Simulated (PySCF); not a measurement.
C7H4N6, SMILES C1=CC2=NC=NC3=NC=NC(=N1)N23. Heavy atoms are numbered as in [CH:1]1=[CH:2][C:3]2=[N:4][CH:5]=[N:6][C:7]3=[N:8][CH:9]=[N:10][C:11](=[N:12]1)[N:13]23. Hydrogens are named by the atom that carries them.

Geometry: B3LYP-D3(BJ)/def2-SVP.

These are ωB97X/def2-SVP in PySCF values and carry that method's errors.

ESP charges are fitted to the potential on shells at 1.4 to 2.0 van der Waals radii. Atomic charges (e), one atom of each kind:

| atom | meta-Löwdin | ESP fit |
|---|---|---|
| C1 (CH) | 0.09 | 0.56 |
| C2 (CH) | -0.21 | -0.97 |
| C3 | 0.26 | 1.27 |
| N4 | -0.34 | -0.90 |
| C5 (CH) | 0.19 | 0.71 |
| N6 | -0.33 | -0.89 |
| C7 | 0.34 | 1.35 |
| N8 | -0.33 | -0.90 |
| C9 (CH) | 0.18 | 0.71 |
| N10 | -0.32 | -0.90 |
| C11 | 0.33 | 1.34 |
| N12 | -0.30 | -0.83 |
| N13 | -0.07 | -1.08 |
| H on C1 | 0.12 | 0.09 |
| H on C2 | 0.14 | 0.30 |
| H on C5 | 0.13 | 0.07 |
| H on C9 | 0.13 | 0.07 |

Q: Give the Mayer and Wiberg (Löwdin basis) orders of the bonds. (Estimate from the structure and the level; the computed values follow.)

A: 
| bond | Mayer | Wiberg |
|---|---|---|
| C1–C2 | 1.43 | 1.51 |
| C2–C3 | 1.32 | 1.33 |
| C3–N4 | 1.51 | 1.51 |
| N4–C5 | 1.47 | 1.60 |
| C5–N6 | 1.49 | 1.62 |
| N6–C7 | 1.47 | 1.50 |
| C7–N8 | 1.54 | 1.57 |
| N8–C9 | 1.42 | 1.55 |
| C9–N10 | 1.54 | 1.67 |
| N10–C11 | 1.43 | 1.47 |
| C1–N12 | 1.44 | 1.53 |
| C11–N12 | 1.56 | 1.60 |
| C3–N13 | 1.08 | 1.20 |
| C7–N13 | 1.02 | 1.16 |
| C11–N13 | 1.03 | 1.16 |
